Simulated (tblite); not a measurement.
Input of a run (GFN2-xTB geometry optimisation, gas phase (tblite 0.8.0)), started from a force field or distance geometry:
```
{"job": {"kind": "relax", "xc": "GFN2-xTB", "basis": "xTB"}, "charge": 1, "multiplicity": 1}
C      3.224600    -0.394800    -0.534600
C      1.756400    -0.841500    -0.525300
C      0.987400     0.390400    -0.147300
P     -0.808100     0.138000    -0.066800
C     -1.305500    -0.728500     1.463100
C     -1.357000    -0.683000    -1.556500
C     -1.538900     1.791900     0.054300
O     -2.870400     1.643100    -0.281400
H      3.917300    -1.197700    -0.797700
H      3.276500     0.489700    -1.199300
H      3.433700     0.029000     0.487400
H      1.571500    -1.690500     0.162200
H      1.517900    -1.186200    -1.550900
H      1.119700     1.202300    -0.929600
H      1.412400     0.811400     0.773700
H     -2.414700    -0.691900     1.514200
H     -0.852300    -0.147200     2.303800
H     -0.975600    -1.782500     1.454900
H     -0.802200    -0.268100    -2.412400
H     -1.223400    -1.797300    -1.455400
H     -2.450400    -0.437200    -1.678300
H     -1.449700     2.088500     1.122000
H     -0.958800     2.434400    -0.595900
H     -3.222000     0.847300     0.236800
```

Output (eV, eV/Å):
```
step      E/eV     max force
  0    -738.94099    1.726
  1    -739.15605    0.703
  2    -739.23261    0.687
  3    -739.28671    0.527
  4    -739.32304    0.452
  5    -739.35371    0.459
  6    -739.38301    0.448
  7    -739.41289    0.396
  8    -739.43861    0.335
  9    -739.46002    0.270
 10    -739.47912    0.331
 11    -739.49765    0.360
 12    -739.51588    0.314
 13    -739.53250    0.303
 14    -739.54536    0.212
 15    -739.55444    0.222
 16    -739.56178    0.227
 17    -739.56860    0.206
 18    -739.57467    0.184
 19    -739.57998    0.180
 20    -739.58498    0.171
 21    -739.59020    0.181
 22    -739.59616    0.198
 23    -739.59646    0.822
 24    -739.60615    0.182
 25    -739.60993    0.133
 26    -739.61455    0.674
 27    -739.61833    0.110
 28    -739.62076    0.101
 29    -739.60464    1.542
 30    -739.62682    0.088
 31    -739.62974    0.101
 32    -739.59072    1.984
 33    -739.63395    0.087
 34    -739.63670    0.129
 35    -739.59015    2.103
 36    -739.64090    0.127
 37    -739.64371    0.170
 38    -739.60692    1.945
 39    -739.64823    0.181
 40    -739.65122    0.229
 41    -739.61888    1.891
 42    -739.65648    0.245
 43    -739.65989    0.292
 44    -739.63128    1.877
 45    -739.66701    0.296
 46    -739.67130    0.335
 47    -739.65462    1.695
 48    -739.68156    0.317
 49    -739.68663    0.342
 50    -739.68677    1.250
 51    -739.70030    0.292
 52    -739.70512    0.274
 53    -739.71386    0.712
 54    -739.72039    0.157
 55    -739.72438    0.121
 56    -739.72913    0.290
 57    -739.73162    0.090
 58    -739.73319    0.070
 59    -739.73444    0.058
 60    -739.73541    0.055
 61    -739.73608    0.054
 62    -739.73673    0.061
 63    -739.73752    0.068
 64    -739.73836    0.050
 65    -739.73906    0.051
 66    -739.73965    0.055
 67    -739.74024    0.070
 68    -739.74093    0.084
 69    -739.74162    0.052
 70    -739.74212    0.051
 71    -739.74245    0.071
 72    -739.74280    0.061
 73    -739.74332    0.066
 74    -739.74381    0.044
 75    -739.74406    0.030
 76    -739.74424    0.034
 77    -739.74441    0.037
 78    -739.74462    0.031
 79    -739.74477    0.019
 80    -739.74486    0.019
 81    -739.74494    0.026
 82    -739.74506    0.034
 83    -739.74521    0.036
 84    -739.74536    0.028
 85    -739.74548    0.022
 86    -739.74560    0.023
 87    -739.74576    0.029
 88    -739.74596    0.036
 89    -739.74615    0.043
 90    -739.74633    0.051
 91    -739.74653    0.054
 92    -739.74674    0.048
 93    -739.74694    0.031
 94    -739.74708    0.027
 95    -739.74719    0.026
 96    -739.74728    0.022
 97    -739.74735    0.023
 98    -739.74740    0.016
 99    -739.74743    0.013
100    -739.74747    0.016
101    -739.74752    0.018
102    -739.74759    0.017
103    -739.74766    0.020
104    -739.74772    0.026
105    -739.74778    0.032
106    -739.74785    0.029
107    -739.74792    0.022
108    -739.74797    0.013
109    -739.74802    0.016
110    -739.74807    0.018
111    -739.74811    0.014
112    -739.74814    0.013
113    -739.74816    0.011
114    -739.74819    0.012
115    -739.74822    0.015
116    -739.74825    0.013
117    -739.74827    0.012
118    -739.74830    0.014
119    -739.74833    0.015
120    -739.74838    0.015
121    -739.74844    0.014
122    -739.74849    0.012
123    -739.74852    0.012
124    -739.74856    0.012
125    -739.74859    0.012
126    -739.74862    0.011
127    -739.74865    0.011
128    -739.74866    0.011
129    -739.74867    0.009
```

Task: Summarise the run.

Result: The energy falls by 18.6 kcal/mol over 129 L-BFGS steps, the largest force on an atom goes from 1.73 to 0.009 eV/Å, and the atoms move by 0.364 Å rms after alignment. The bond that changes most is O8–H24 (alcohol oxygen to hydroxyl hydrogen), which shortens by 0.048 Å. Bonds longer at the end by more than 0.005 Å: 6 of 23; shorter: 16. Among the angles that change most is H9–C1–H10, from 114.4° to 108.3°. Among the dihedrals that turn most is H23–C7–O8–H24, from 165° to -62°. The energy rose by more than 1e-5 eV at steps 29, 32, 35, 38, 41, 44 and 47. The first step brought 27 % of the lowering.

Task: What are the final bond lengths?

Result: C1–C2 1.524 Å, C2–C3 1.531 Å, C3–P4 1.821 Å, P4–C5 1.805 Å, P4–C6 1.804 Å, P4–C7 1.836 Å, C7–O8 1.402 Å, C1–H9 1.086 Å, C1–H10 1.087 Å, C1–H11 1.087 Å, C2–H12 1.092 Å, C2–H13 1.091 Å, C3–H14 1.094 Å, C3–H15 1.094 Å, C5–H16 1.090 Å, C5–H17 1.089 Å, C5–H18 1.089 Å, C6–H19 1.089 Å, C6–H20 1.089 Å, C6–H21 1.090 Å, C7–H22 1.099 Å, C7–H23 1.099 Å, O8–H24 0.965 Å. Numbering counts from 1 in the input's order; the species is `CCC[P+](C)(C)CO`.

Its GFN2-xTB frequencies are all real (lowest 45 cm⁻¹).

One conformer stands for the species.

All values are computed, not measured.
